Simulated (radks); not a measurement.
Radial electron density D(r) = 4 pi r^2 rho(r) of an atom or ion with 13 electrons. Calculated with a radial shooting solver on a logarithmic mesh with Libxc functionals: scalar-relativistic Kohn-Sham, r2SCAN, spin-polarised, spherical densities, finite nucleus; meta-GGA in the generalised Kohn-Sham scheme; Fermi nuclear charge, rms radius of each element as measured or else 0.836 A^(1/3) + 0.57 fm.

```
   r/bohr * D(r) (the largest magnitude, 15.8, reaches the edge; | marks zero)
 0.009589 |     *
  0.01229 |       *
  0.01562 |           *
  0.02002 |                 *
  0.02565 |                        *
  0.03287 |                                 *
  0.04179 |                                          *
  0.05355 |                                                  *
  0.06862 |                                                      *
  0.08724 |                                                     *
   0.1118 |                                               *
   0.1433 |                                      *
   0.1836 |                                 *
   0.2334 |                                   *
   0.2991 |                                           *
   0.3832 |                                                 *
   0.4911 |                                              *
   0.6243 |                                 *
      0.8 |                  *
    1.025 |        *
    1.314 |    *
     1.67 |     *
     2.14 |    *
    2.743 |  *
    3.486 |*
    4.468 *
    5.725 *
    7.337 *
```

What is the nuclear charge?

Answer. Z = 14. The innermost maximum, from 1s, lies near gamma/Z bohr with gamma = sqrt(1 - (Z/c)^2) = 0.995, here 0.0711 bohr (found: 0.0749), and its height grows with Z. The density is that of the silicon ion Si+ in [Ne] 3s1.5 3p1.5; the configuration itself is not fixed sharply by these data, and Z only to about a unit. D(r) has 3 maxima, at r = 0.0749, 0.405, 1.77 bohr, and minima at 0.194, 1.40 bohr, inside which lie 2.19, 10.37 electrons.
